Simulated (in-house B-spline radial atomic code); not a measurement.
Configurations of neutral phosphorus, with energies counted from [Ne] 3s2 3p3. Method: scalar-relativistic (X2C) LC-wPBE, spin-polarised, spherical fractional occupations, Fermi nucleus of rms radius 3.1889 fm. Calculated with a B-spline radial code for spherical atoms. Caution: exact exchange at fractional occupations of open shells leaves self-interaction of up to several eV. Shells without spins written out take the highest spin.

Occupations are held fixed; configurations that lie above the ionisation limit could autoionise.

```json
{"configuration": "[Ne] 3s2 3p2 3d1", "E - E(ref) (eV)": "12.432", "highest orbital": "3d up", "its <r> (bohr)": "12.91"}
{"configuration": "[Ne] 3s1 3p3 4s1", "E - E(ref) (eV)": "12.535", "highest orbital": "4s up", "its <r> (bohr)": "6.119"}
{"configuration": "[Ne] 3s2 3p(1 up, 1 down) 4s(1 up, 0 down)", "E - E(ref) (eV)": "13.612", "highest orbital": "4s up", "its <r> (bohr)": "6.174"}
{"configuration": "[Ne] 3s1 3p3 3d1", "E - E(ref) (eV)": "15.042", "highest orbital": "3d up", "its <r> (bohr)": "12.26"}
{"configuration": "[Ne] 3s1 3p3 4f1", "E - E(ref) (eV)": "15.575", "highest orbital": "4f up", "its <r> (bohr)": "26.13"}
{"configuration": "[He] 2s2 2p5 3s2 3p3 3d1", "E - E(ref) (eV)": "141.45", "highest orbital": "3d up", "its <r> (bohr)": "12.29"}
{"configuration": "[He] 2s2 2p5 3s2 3p3 4f1", "E - E(ref) (eV)": "141.98", "highest orbital": "4f up", "its <r> (bohr)": "26.15"}
```

Problem. Order these further configurations by energy, lowest first.
A. [He] 2s2 2p5 3s2 3p4
B. [Ne] 3s2 3p(2 up, 1 down)
C. [He] 2s2 2p5 3s2 3p3 4p1
D. [Ne] 3s(1 up, 0 down) 3p(0 up, 3 down) 4s(1 up, 0 down)
E. [He] 2s2 2p(3 up, 2 down) 3s2 3p(2 up, 2 down)

Solution. B (6.7664 eV), D (17.648 eV), A (134.96 eV), E (138.83 eV), C (140.8 eV).

Problem. How far above the reference does [Ne] 3s2 3p2 4s1 lie?

Solution. 9.9155 eV; its least bound orbital is 4s up with <r> = 6.169 bohr.

Problem. How far above the reference does [Ne] 3s1 3p4 lie?

Solution. 10.775 eV; its least bound orbital is 3p down with <r> = 2.777 bohr.

Problem. How far above the reference does [Ne] 3s(0 up, 1 down) 3p(0 up, 3 down) 4d(1 up, 0 down) lie?

Solution. 15.498 eV; its least bound orbital is 4d up with <r> = 26.46 bohr.
